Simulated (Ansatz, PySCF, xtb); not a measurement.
Stretching the Si6–H7 bond in CH6BeSi (SMILES [CH3][Be][SiH3]) (multiplicity 1 held, fragments rigid). Energies count from the point at 1.489 Å.
Geometry at that point (charge 0, multiplicity 1):
```xyz
9

Be    -0.0942     0.6089    -0.4323
C     -0.3037     1.9621    -1.3932
H     -1.0994     2.6140    -1.0162
H     -0.5713     1.6974    -2.4221
H      0.6055     2.5709    -1.4485
Si     0.1795    -1.1596     0.8234
H      0.2134    -2.4192     0.0293
H     -0.9139    -1.3209     1.8219
H      1.4519    -1.1149     1.5963
```

Restricted levels (R-, RO-) in cc, def2 and unpolarised 6-31G sets keep to the state of the molecule at rest. Unrestricted levels (U-) break spin symmetry where that is lower. Curves can end on different states.

Rows in 6-31G* carry no dispersion term and start afresh at each structure (6-31G* with six Cartesian d functions).

The values were computed with Ansatz (a program for electronic structure) with Gaussian orbitals; PySCF for 6-31G* rows; xtb for the GFN methods. Each number belongs to the level named beside it. The GFN methods have no spin term and hold the electronic entropy of 300 K.

Energies in eV.

```
R (Å)  GFN2-xTB  U-HF/6-31G*  R-PBE/cc-pV(T+d)Z  U-B3LYP/6-31G*  U-B3LYP/cc-pV(T+d)Z
-----  --------  -----------  -----------------  --------------  -------------------
1.192      1.50         1.32               1.29            1.31                 1.22
1.340      0.20         0.25               0.27            0.27                 0.24
1.489      0.00         0.00               0.00            0.00                 0.00
1.638      0.16         0.18               0.12            0.14                 0.15
1.787      0.42         0.58               0.44            0.49                 0.50
2.011      0.89         1.34               1.07            1.16                 1.17
2.234      1.41         2.08               1.72            1.84                 1.85
2.606      2.20         2.68               2.68            2.85                 2.86
2.979      2.82         2.89               3.42            3.41                 3.42
3.426      3.31         2.98               4.04            3.68                 3.70
4.021      3.63         3.01               4.54            3.80                 3.82
4.766      3.74         3.01               4.85            3.83                 3.85
```

Doubts at one or more of the structures used: a spin-contaminated determinant (U-HF/6-31G*, U-B3LYP/6-31G*, U-B3LYP/cc-pV(T+d)Z); a restricted determinant that unrestricted orbitals would lower (R-PBE/cc-pV(T+d)Z).
